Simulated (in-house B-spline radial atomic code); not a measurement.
Results of a calculation; reference values are marked as such.
**Correlation energy from the adiabatic connection: ω²r²/2 − Z/r, ω = 0.0572, Z = 0.7**

Two electrons in a singlet, external potential ω²r²/2 − Z/r, ω = 0.0572, Z = 0.7 (atomic units). Full CI in B-splines (partial waves to l = 8, correlation up to 0.6 % small) with the density held fixed gives W(λ) = <V_ee>_λ − U, and E_c is the integral of W(λ) − W(0) from 0 to 1.

| λ | W(λ) − W(0) (hartree) |
| --- | --- |
| 0 | 0.00000 |
| 0.02 | -0.00198 |
| 0.05 | -0.00484 |
| 0.12 | -0.01103 |
| 0.25 | -0.02096 |
| 0.4 | -0.03040 |
| 0.6 | -0.04048 |
| 0.8 | -0.04845 |
| 1 | -0.05489 |

Integrate the table by the trapezoid rule.

The strips give -0.00002, -0.00010, -0.00056, -0.00208, -0.00385, -0.00709, -0.00889, -0.01033, which sum to -0.03292 hartree. The direct value, W(1) − W(0) + T_c with T_c = 0.02182, is -0.03307; the curve is convex, so chords lie above it and the trapezoids fall short in size by 0.43 %.

Now use only three numbers: W(0) = -0.29372, the initial slope W'(0) = -0.1007 (extrapolated from the first points) and the strong-coupling limit of the point-charge-plus-continuum model, W∞ = -0.41675. What do second-order theory and the interpolation W(λ) = W∞ + (W(0) − W∞)/√(1 + 2χλ) of Seidl, Perdew and Levy give?

Second order keeps the slope alone: E_c = W'(0)/2 = -0.05035, +52 % in size against -0.03307. Matching the slope fixes χ = W'(0)/(W∞ − W(0)) = -0.1007/(-0.12303) = 0.81850. Integrating, with s = √(1 + 2χ) = 1.623884, E_c = −(W(0) − W∞)(s − 1)/(s + 1) = −0.12303 × 0.623884/2.623884 = -0.02925 hartree, -11.5 % in size against the full result. At λ = 1 the formula gives W − W(0) = -0.04727 against -0.05489. Part of the miss can come from the model's W∞.
